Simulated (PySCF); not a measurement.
H$_{5}$BN, charge +1, singlet, geometry from GFN2-xTB; REVPBE/6-311G** (PySCF).

The PySCF input:
```python
from pyscf import gto, scf, dft

mol = gto.M(
    atom='''
B     0.882639    0.092840   -0.007377
N    -0.616010   -0.067843   -0.009475
H     1.537489   -0.852543    0.171414
H     1.320212    1.160973   -0.156671
H    -0.930545    0.076520    0.961326
H    -0.927964   -1.006052   -0.287862
H    -1.100315    0.631803   -0.584997
''',
    basis='6-311g**',
    charge=1,
    spin=0,
    verbose=4,
)

mf = dft.RKS(mol)
mf.xc = 'revpbe'
mf.kernel()
```

Question: Write the output that PySCF gives for this input, abridged.

Answer: 
```
PySCF version 2.14.0

[INPUT] verbose = 4
[INPUT] num. atoms = 7
[INPUT] num. electrons = 16
[INPUT] charge = 1
[INPUT] spin (= nelec alpha-beta = 2S) = 0
[INPUT] symmetry False subgroup None
[INPUT] Mole.unit = angstrom
[INPUT] Symbol           X                Y                Z      unit          X                Y                Z       unit  Magmom
[INPUT]  1 B      0.882639000000   0.092840000000  -0.007377000000 AA    1.667945976860   0.175442173405  -0.013940509621 Bohr   0.0
[INPUT]  2 N     -0.616010000000  -0.067843000000  -0.009475000000 AA   -1.164090189993  -0.128204689469  -0.017905155030 Bohr   0.0
[INPUT]  3 H      1.537489000000  -0.852543000000   0.171414000000 AA    2.905433129531  -1.611072779415   0.323925513916 Bohr   0.0
[INPUT]  4 H      1.320212000000   1.160973000000  -0.156671000000 AA    2.494839106364   2.193921008015  -0.296065281662 Bohr   0.0
[INPUT]  5 H     -0.930545000000   0.076520000000   0.961326000000 AA   -1.758475196583   0.144601843052   1.816642856424 Bohr   0.0
[INPUT]  6 H     -0.927964000000  -1.006052000000  -0.287862000000 AA   -1.753597813456  -1.901162747071  -0.543980341670 Bohr   0.0
[INPUT]  7 H     -1.100315000000   0.631803000000  -0.584997000000 AA   -2.079294000751   1.193934634679  -1.105484113692 Bohr   0.0

nuclear repulsion = 36.9895239512442
number of shells = 36
number of NR pGTOs = 102
number of NR cGTOs = 66
basis = 6-311g**
ecp = {}

******** <class 'pyscf.dft.rks.RKS'> ********
method = RKS
initial guess = minao
damping factor = 0
level_shift factor = 0
DIIS = <class 'pyscf.scf.diis.CDIIS'>
diis_start_cycle = 1
diis_space = 8
diis_damp = 0
SCF conv_tol = 1e-09
SCF conv_tol_grad = None
SCF max_cycles = 50
direct_scf = True
direct_scf_tol = 1e-13
XC library pyscf.dft.libxc version 7.1.2
    S. Lehtola, C. Steigemann, M. J. T. Oliveira, and M. A. L. Marques,  SoftwareX 7, 1–5 (2018)
XC functionals = revpbe
    Y. Zhang and W. Yang,  Phys. Rev. Lett. 80, 890 (1998)
    J. P. Perdew, K. Burke, and M. Ernzerhof,  Phys. Rev. Lett. 77, 3865 (1996)
    J. P. Perdew, K. Burke, and M. Ernzerhof,  Phys. Rev. Lett. 78, 1396 (1997)
radial grids:
    Treutler-Ahlrichs [JCP 102, 346 (1995); DOI:10.1063/1.469408] (M4) radial grids

becke partition: Becke, JCP 88, 2547 (1988); DOI:10.1063/1.454033
pruning grids: <function nwchem_prune>
grids dens level: 3
symmetrized grids: False
atomic radii adjust function: <function treutler_atomic_radii_adjust>
small_rho_cutoff = 0
Set gradient conv threshold to 3.16228e-05
Initial guess from minao.
tot grids = 76992
init E= -82.5566746996585
  HOMO = -0.375161803997667  LUMO = -0.135257568888136  gap/eV = 6.52813
cycle= 1 E= -82.3194002103881  delta_E= 0.237  |g|= 0.194  |ddm|= 1.68
  HOMO = -0.51324185685883  LUMO = -0.313934080097738  gap/eV = 5.42344
cycle= 2 E= -82.327464029082  delta_E= -0.00806  |g|= 0.129  |ddm|= 0.37
  HOMO = -0.535636445917214  LUMO = -0.325869849174012  gap/eV = 5.70804
cycle= 3 E= -82.3310385135512  delta_E= -0.00357  |g|= 0.0525  |ddm|= 0.103
  HOMO = -0.536874972018285  LUMO = -0.324586294352416  gap/eV = 5.77667
cycle= 4 E= -82.3316109535964  delta_E= -0.000572  |g|= 0.00588  |ddm|= 0.0302
  HOMO = -0.535326038565948  LUMO = -0.323345926976689  gap/eV = 5.76827
cycle= 5 E= -82.3316198005099  delta_E= -8.85e-06  |g|= 0.00174  |ddm|= 0.00509
  HOMO = -0.535537970068761  LUMO = -0.32366280190905  gap/eV = 5.76542
cycle= 6 E= -82.3316206794913  delta_E= -8.79e-07  |g|= 0.000142  |ddm|= 0.00149
  HOMO = -0.535531528556756  LUMO = -0.323650915977533  gap/eV = 5.76557
cycle= 7 E= -82.3316206848067  delta_E= -5.32e-09  |g|= 2.58e-05  |ddm|= 0.000125
  HOMO = -0.535533241971622  LUMO = -0.323652335860947  gap/eV = 5.76557
cycle= 8 E= -82.3316206849808  delta_E= -1.74e-10  |g|= 6.22e-06  |ddm|= 2.07e-05
  HOMO = -0.5355329337361  LUMO = -0.323651895699729  gap/eV = 5.76558
Extra cycle  E= -82.3316206849855  delta_E= -4.63e-12  |g|= 4.94e-06  |ddm|= 7.87e-06
converged SCF energy = -82.3316206849855
```
